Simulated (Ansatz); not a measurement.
Ansatz (a quantum-chemistry and plane-wave program) input (CCSD(T)/STO-3G):

Ansatz 0.2 input:
```yaml
crystal:
  periodic: [false, false, false]
  atoms:
    - {symbol: Li, position_ang: [-1.20992950, -0.69939566, -1.04594388]}
    - {symbol: C, position_ang: [0.37372186, 0.21602865, 0.32307013]}
    - {symbol: H, position_ang: [0.76040696, -0.71883287, 0.71460086]}
    - {symbol: H, position_ang: [-0.30744477, 0.79479214, 0.93775102]}
    - {symbol: H, position_ang: [0.93449518, 0.72605576, -0.45294105]}
basis:
  gaussian:
    orbitals: STO-3G
total_charge: 1
magnetization: {spin_polarized: true, initial_magnetization: 1}
correlation: {method: ccsd_t, electrons: outside_noble_gas}
```

Output:

```
Functional definition: HF
integrals: 0.00 GiB planned
165 factors; integrals over basis functions are off by at most 3.7e-4 eV
mean field: 0.04 GiB planned
mean field evaluation 1: about -1258.0471 eV, gradient 8.3e0 eV
mean field evaluation 2: about -1258.0654 eV, gradient 8.4e0 eV
mean field evaluation 4: about -1258.5753 eV, gradient 7.3e-1 eV
mean field evaluation 8: about -1258.5839 eV, gradient 1.7e-3 eV
mean field evaluation 16: about -1258.5838 eV, gradient 3.6e-2 eV
mean field -1258.58385372 eV, -46.2521035255 hartree, gradient 9.4e-6 eV, S^2 0.758497; 0 other end points of the search recorded, 0 dependent functions left out
2 core orbitals not correlated
reference -1258.58385372 eV, -46.2521035255 hartree; 4, 3 occupied and 7, 8 virtual orbitals, 165 factors
second order -1.24415090 eV of doubles, -0.00000000 eV of singles
coupled cluster: 0.04 GiB planned
cycle   1  -1.57346684 eV  change   -3.3e-1 eV  update   4.2e-2
cycle   2  -1.74445066 eV  change   -1.7e-1 eV  update   1.8e-2
cycle   3  -1.75597756 eV  change   -1.2e-2 eV  update   5.1e-3
cycle   4  -1.75767767 eV  change   -1.7e-3 eV  update   1.5e-3
cycle   5  -1.75810188 eV  change   -4.2e-4 eV  update   4.6e-4
cycle   6  -1.75810916 eV  change   -7.3e-6 eV  update   1.5e-4
cycle   7  -1.75814956 eV  change   -4.0e-5 eV  update   5.4e-5
cycle   8  -1.75819080 eV  change   -4.1e-5 eV  update   1.6e-5
cycle   9  -1.75819216 eV  change   -1.4e-6 eV  update   4.5e-6
perturbative correction -0.00660988 eV, -0.0002429085 hartree
Total energy: -1260.34865575 eV, -46.3169588039 hartree
```
